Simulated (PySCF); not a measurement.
A calculated (M06-2X, PySCF 2.14, cc-pVTZ-DK, scalar relativity by spin-free X2C-1e) atom or ion has these occupied shells.

| shell | electrons | orbital energy (eV) | rms radius, mean of both spins (bohr) |
| --- | --- | --- | --- |
| 1s α | 1 | -883.84 | 0.183 |
| 1s β | 1 | -882.94 | 0.183 |
| 2s α | 1 | -65.143 | 0.953 |
| 2s β | 1 | -61.665 | 0.953 |
| 2p α | 3 | -39.396 | 1.00 |
| 2p β | 2 | -37.192 | 1.00 |

Q: Name the element and its charge.

A: Ne⁺ (neon, charge +1), in [He] 2s2 2p5, 2P determinant.
